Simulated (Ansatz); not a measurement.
Ansatz (an electronic-structure program) input (RI-MP2/cc-pV(T+d)Z):
A basis named .json is the Basis Set Exchange file of that set.

Ansatz 0.2 input:
```yaml
crystal:
  periodic: [false, false, false]
  atoms:
    - {symbol: C, position_ang: [-2.44558133, -0.60240600, -0.44029051]}
    - {symbol: N, position_ang: [-1.37504021, 0.38450807, -0.36744935]}
    - {symbol: C, position_ang: [-1.86406548, 1.74253916, -0.16258518]}
    - {symbol: Si, position_ang: [0.21404161, -0.05312210, 0.00035944]}
    - {symbol: Cl, position_ang: [0.54256774, -0.37244740, 2.00880905]}
    - {symbol: Cl, position_ang: [1.50072642, 1.42801839, -0.58040981]}
    - {symbol: Cl, position_ang: [0.70227691, -1.79170523, -0.96171273]}
    - {symbol: H, position_ang: [-3.12436826, -0.34980700, -1.25991178]}
    - {symbol: H, position_ang: [-3.02708974, -0.63391385, 0.48838227]}
    - {symbol: H, position_ang: [-2.04418588, -1.59554803, -0.62918609]}
    - {symbol: H, position_ang: [-2.53695121, 2.01893456, -0.97938830]}
    - {symbol: H, position_ang: [-2.41526075, 1.83326811, 0.78056378]}
    - {symbol: H, position_ang: [-1.04027253, 2.45270232, -0.14976306]}
basis:
  gaussian:
    orbitals: cc-pV_T+d_Z.json
    fitting: {mean_field: def2-universal-jkfit, correlation: cc-pVTZ-RIFIT.json}
magnetization: {spin_polarized: false}
correlation: {method: mp2, electrons: outside_noble_gas}
```

Output:

```
Functional definition: HF
integrals: 0.63 GiB planned
847 factors; integrals over basis functions are off by at most 1.4e0 eV
0.81 GiB of device memory are held for the factors and their scratch space
mean field: 1.85 GiB planned
mean field evaluation 1: about -49015.9703 eV, gradient 3.5e1 eV
mean field evaluation 2: about -49018.5814 eV, gradient 1.7e1 eV
mean field evaluation 4: about -49019.2815 eV, gradient 7.5e-1 eV
mean field evaluation 8: about -49019.2845 eV, gradient 9.6e-7 eV
mean field -49019.28454341 eV, -1801.4254805060 hartree, gradient 9.6e-7 eV, S^2 0.000000; 0 other end points of the search recorded, 0 dependent functions left out
23 core orbitals not correlated
911 factors; their error is unknown
reference -49019.28454341 eV, -1801.4254805060 hartree; 22, 22 occupied and 285, 285 virtual orbitals, 911 factors
second order -33.79662602 eV of doubles, -0.00000000 eV of singles
Total energy: -49053.08116944 eV, -1802.6674836043 hartree
```
